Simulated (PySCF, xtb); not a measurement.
B(F)(NHMe)(OH) (CH5BFNO), SMILES CNB(O)F.

GFN2-xTB (xtb 6.7.1) at its own geometry gives an orbital gap of 7.10 eV and a dipole moment of 4.30 D.

The structure is a stationary point at r2SCAN-D4/def2-SVP. The structure was generated by enumeration, and PubChem lists no compound with its InChIKey, so it may never have been made. The values are those of a single conformer.

Task: What does PBE/def2-TZVP run with PySCF give? (Estimate from the structure and the level; the computed values follow.)

Result: gap 5.63 eV (levels -6.01 and -0.38 eV), dipole 3.54 D.
